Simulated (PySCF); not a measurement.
Electron correlation in Pm⁴³⁺ (promethium, charge +43)

[Ar], closed-shell 1S. Computed with PySCF 2.14 in an even-tempered Gaussian basis (18 s from 8.8 bohr⁻², ratio 2.5; 12 p from 11 bohr⁻², ratio 2.5; 4 d from 50 bohr⁻², ratio 2.7; 4 f from 74 bohr⁻², ratio 2.7), with the spin-free X2C one-electron Hamiltonian (Gaussian nucleus). Frozen: 1s2; 16 electrons correlated; the 21 highest virtual orbitals of each spin left out.

| level | correlation energy (mhartree) |
| --- | --- |
| CCSD | -665.68 |
| (T) | -0.96 |
| CCSD(T) | -666.64 |

Diagnostics: T1 = 0.00025, D1 = 0.0006, largest double amplitude 0.014.

Cost of the coupled-cluster step: of the order of 10 core-seconds, for 16 correlated electrons.

At this charge the one-electron X2C treatment keeps the bare 1/r₁₂, with no two-electron picture change or Breit term. The effect here is smaller than on the frozen 1s shell; and a scalar Hamiltonian misses the large spin-orbit splitting of the p shells, which matters for ns² → np² pairs.
